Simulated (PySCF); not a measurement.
**Multinuclear NMR of 2,5-Difluoropyridine**

Mapped SMILES: `[F:1][c:2]1[cH:3][cH:4][c:5]([F:6])[n:7][cH:8]1`. Hydrogens are named by the atom that carries them.

One computed conformer, relativity neglected, gas phase. σ from GIAO-PBE0/pcSseg-1; coordinates at the GFN2-xTB level; PySCF.

(1) Predict the $^{19}$F NMR data.

(2) What are the $^{15}$N shifts?

Answers

(1) 
| atoms | environment | σ (ppm) | δ (ppm) |
| --- | --- | --- | --- |
| F6 | aryl fluorine | 244.9 | -75.0 |
| F1 | aryl fluorine | 309.7 | -133.5 |

Shieldings were converted by a linear fit to measured shifts: $^{19}$F: δ = 146.13 − 0.903σ +14.6 on sp3 carbon (rms 6.0 ppm, 223 shifts, 7.0 ppm with the 5 outliers that the fit left out vs CFCl3, solution or neat liquid). Occasional misses reach two or three times the rms, and more in compound classes unlike the fitted ones.

On a 300 MHz spectrometer $^{19}$F resonates near 282.3 MHz, so 1 ppm is 282.3 Hz.

(2) 
```
atoms                  environment  σ (ppm)  δ (ppm)
   N7  pyridine-type ring nitrogen    -55.9    -96.5
```

Shieldings were converted by a linear fit to measured shifts: $^{15}$N (scatter 6.3 ppm rms vs CH3NO2, solution or neat liquid). A few per cent of atoms miss by over 2 rms, more outside the fitted compound classes.

On a 500 MHz spectrometer $^{15}$N resonates near 50.7 MHz, so 1 ppm is 50.7 Hz.
